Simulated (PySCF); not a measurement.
C$_{4}$H$_{12}$Ge (SMILES CC(C)[CH2][GeH3]), singlet, geometry from GFN2-xTB; TPSS/STO-3G in PySCF.

PySCF was given this input:
```python
from pyscf import gto, scf, dft

mol = gto.M(
    atom='''
Ge    1.19204730    0.56714476   -0.05754356
C    -0.14291499   -0.40813352    1.02478555
C    -1.47181421   -0.75171789    0.35417463
C    -1.27787032   -1.78595875   -0.74868490
C    -2.14060935    0.49817568   -0.20427519
H     2.47695911    0.63797260    0.70755841
H     1.51822983   -0.07475567   -1.36893037
H     0.79742154    1.98087734   -0.34754028
H    -0.33651492    0.20244411    1.91116398
H     0.32633876   -1.32831449    1.38212088
H    -2.13107858   -1.18576940    1.11818937
H    -0.64106043   -1.38068517   -1.53369694
H    -2.23428227   -2.05938865   -1.18936037
H    -0.81099573   -2.68634650   -0.35444740
H    -1.53940228    0.90778741   -1.01628749
H    -2.24171535    1.25754145    0.56886375
H    -3.13015973    0.26581165   -0.59224003
''',
    basis='sto-3g',
    verbose=4,
)

mf = dft.RKS(mol)
mf.xc = 'tpss'
mf.kernel()
```

Problem. Write the output that PySCF gives for this input, abridged.

Solution. 
```
PySCF version 2.14.0

[INPUT] verbose = 4
[INPUT] num. atoms = 17
[INPUT] num. electrons = 68
[INPUT] charge = 0
[INPUT] spin (= nelec alpha-beta = 2S) = 0
[INPUT] symmetry False subgroup None
[INPUT] Mole.unit = angstrom
[INPUT] Symbol           X                Y                Z      unit          X                Y                Z       unit  Magmom
[...]
nuclear repulsion = 366.478279101434
number of shells = 32
number of NR pGTOs = 150
number of NR cGTOs = 50
basis = sto-3g
ecp = {}

******** <class 'pyscf.dft.rks.RKS'> ********
method = RKS
initial guess = minao
damping factor = 0
level_shift factor = 0
DIIS = <class 'pyscf.scf.diis.CDIIS'>
diis_start_cycle = 1
diis_space = 8
diis_damp = 0
SCF conv_tol = 1e-09
SCF conv_tol_grad = None
SCF max_cycles = 50
direct_scf = True
direct_scf_tol = 1e-13
XC library pyscf.dft.libxc version 7.1.2
    S. Lehtola, C. Steigemann, M. J. T. Oliveira, and M. A. L. Marques,  SoftwareX 7, 1–5 (2018)
XC functionals = tpss
    J. Tao, J. P. Perdew, V. N. Staroverov, and G. E. Scuseria,  Phys. Rev. Lett. 91, 146401 (2003)
    J. P. Perdew, J. Tao, V. N. Staroverov, and G. E. Scuseria,  J. Chem. Phys. 120, 6898 (2004)
    J. Tao, J. P. Perdew, V. N. Staroverov, and G. E. Scuseria,  Phys. Rev. Lett. 91, 146401 (2003)
    J. P. Perdew, J. Tao, V. N. Staroverov, and G. E. Scuseria,  J. Chem. Phys. 120, 6898 (2004)
radial grids:
    Treutler-Ahlrichs [JCP 102, 346 (1995); DOI:10.1063/1.469408] (M4) radial grids

becke partition: Becke, JCP 88, 2547 (1988); DOI:10.1063/1.454033
pruning grids: <function nwchem_prune>
grids dens level: 3
symmetrized grids: False
atomic radii adjust function: <function treutler_atomic_radii_adjust>
small_rho_cutoff = 0
Set gradient conv threshold to 3.16228e-05
Initial guess from minao.
tot grids = 194808
init E= -2208.60228483545
[...]
cycle= 1 E= -2210.79676268674  delta_E= -2.19  |g|= 0.48  |ddm|= 4.68
[...]
cycle= 2 E= -2210.65959320404  delta_E= 0.137  |g|= 0.908  |ddm|= 2.26
[...]
cycle= 3 E= -2210.88539796138  delta_E= -0.226  |g|= 0.116  |ddm|= 1.47
[...]
cycle= 4 E= -2210.8891811418  delta_E= -0.00378  |g|= 0.0472  |ddm|= 0.241
[...]
cycle= 5 E= -2210.88991629098  delta_E= -0.000735  |g|= 0.00796  |ddm|= 0.0789
[...]
cycle= 6 E= -2210.88993784454  delta_E= -2.16e-05  |g|= 0.00185  |ddm|= 0.014
[...]
cycle= 7 E= -2210.88993897786  delta_E= -1.13e-06  |g|= 0.000116  |ddm|= 0.00275
[...]
cycle= 8 E= -2210.88993898396  delta_E= -6.1e-09  |g|= 1.16e-05  |ddm|= 0.000247
[...]
cycle= 9 E= -2210.88993898403  delta_E= -6.28e-11  |g|= 3.16e-06  |ddm|= 2.89e-05
[...]
Extra cycle  E= -2210.88993898404  delta_E= -9.09e-12  |g|= 2.96e-06  |ddm|= 9.76e-06
converged SCF energy = -2210.88993898404
```
